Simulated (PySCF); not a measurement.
## Au (gold, neutral) across methods

[Xe] 4f14 5d10 6d1, 2D determinant (an excited configuration). Computed with PySCF 2.14 in aug-cc-pVDZ-PP with ECP60MDF, with a scalar-relativistic core potential. The B2PLYP total includes its PT2 part (frozen core); its orbital energies are those of the SCF part.

```
method  E (hartree)  mean ε 5d α (eV)  mean ε 5d β (eV)  mean ε 6d α (eV)  Σ⟨r²⟩ (bohr²)   ⟨S²⟩
   PBE    -135.4246           -10.590           -10.574             0.298          79.00  0.750
   UHF   -134.50859           -16.019           -15.981            -0.280          78.32  0.750
  BP86    -135.5247           -10.712           -10.702             0.210          78.95  0.750
  MN15    -135.1278           -12.996           -12.977             0.943          77.61  0.753
   LDA    -135.1640           -10.838           -10.818             0.480          78.69  0.750
 wB97X    -135.3993           -14.549           -14.535            -0.517          78.46  0.750
  PBE0    -135.3875           -12.173           -12.151             0.094          78.64  0.750
r2SCAN    -135.4334           -10.742           -10.727             0.414          78.47  0.750
```

Question: Estimate the same row for B2PLYP.

Answer: E (hartree) = -135.1688; mean ε 5d α (eV) = -13.603; mean ε 5d β (eV) = -13.573; mean ε 6d α (eV) = 0.027; Σ⟨r²⟩ (bohr²) = 78.55; ⟨S²⟩ = 0.750.

Energies and moments cover only the electrons outside the core potential. Spin-orbit coupling, absent here, splits the open shell strongly. The outer electron is Rydberg-like, and this basis confines it to a smaller radius and binds it less than a complete one would.

The highest occupied level is positive at PBE, BP86, MN15, LDA, PBE0, r2SCAN, B2PLYP: only the finite basis holds that electron, which in a density functional comes from self-interaction.
